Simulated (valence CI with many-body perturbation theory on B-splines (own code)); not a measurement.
Results of a calculation; reference values are marked as such.
**P⁹⁺: what the settings do**

Method: relativistic CI+MBPT: four valence electrons over a frozen Dirac-Fock core [He], radial functions for each j: 6 s, 6 p, 5 d, 3 f, 1 g, with the one-electron correlation potential Σ1, the two-electron term Σ2, the three-electron term Σ3, Breit, model QED; selected CI, second order for the rest, scaled by the run's own slope (own B-spline code, finite nucleus).

No measured spectrum was set against this ion. As an estimate, levels of excited configurations hold to 0.05 to 0.15 % of their energy, terms of the ground configuration to about 0.5 %.

The reference run has the lowest level 2s2 2p2 3P_0 and an ionisation energy of 424.536 eV. Its largest variational space holds 11312 state functions.

Reference levels: 2s2 2p2 3P_1 3674, 2s2 2p2 3P_2 9023, 2s2 2p2 1D_2 60024, 2s2 2p2 1S_0 120501, 2s 2p3 5S°_2 167211, 2s 2p3 3D°_2 323332, 2s 2p3 3D°_3 323387, 2s 2p3 3D°_1 323538, 2s 2p3 3P°_1 380266, 2s 2p3 3P°_0 380286, 2s 2p3 3P°_2 380496, 2s 2p3 1D°_2 485395 cm⁻¹.

(1) Rank these changes by the mean size of the shift of these levels, smallest first.
A. three-electron term on → off
B. factor on the speed of light 1 → 1.1
C. scale of Σ2 1 → 0.8

## Answers

(1) C (84 cm⁻¹), A (240 cm⁻¹), B (2300 cm⁻¹).
